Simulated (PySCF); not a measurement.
**Dipole response of O³⁺ (oxygen, charge +3)**

[He] 2s2 2p1, 2P determinant. Calculation: PySCF 2.14, in aug-cc-pVDZ-DK (4s3p2d, 23 functions); the spin-free X2C one-electron Hamiltonian (Gaussian nucleus). Coupled (time-dependent) response in atomic units; α is the mean over directions. A double-zeta set is small for polarisabilities.

```tsv
method	mean α (bohr³)	α xx, yy, zz	C₆ (like pair)	S(−4)
UHF	1.412	1.494, 1.247, 1.494	1.299	2.918
PBE	1.346	1.433, 1.170, 1.433	1.230	2.343
PBE0	1.355	1.443, 1.179, 1.443	1.241	2.401
M06	1.322	1.415, 1.135, 1.415	1.185	2.245
BLYP	1.349	1.439, 1.170, 1.439	1.229	2.385
```

S(−4) is the Cauchy moment in α(ω) = α(0) + S(−4) ω² + …

α(iu) at UHF:

```csv
u (hartree),α(iu) (bohr³)
0,1.412
0.0500,1.404
0.100,1.384
0.200,1.310
0.300,1.211
0.500,0.9965
0.750,0.7682
1.00,0.6029
1.50,0.4006
2.00,0.2870
3.00,0.1677
5.00,0.07600
```

For an ion, C₆ is the dispersion term alone; charge-induced terms of lower order in 1/R come first.

The components differ because the open shell of this determinant is not spherical; for a pure term their mean is the scalar polarisability.
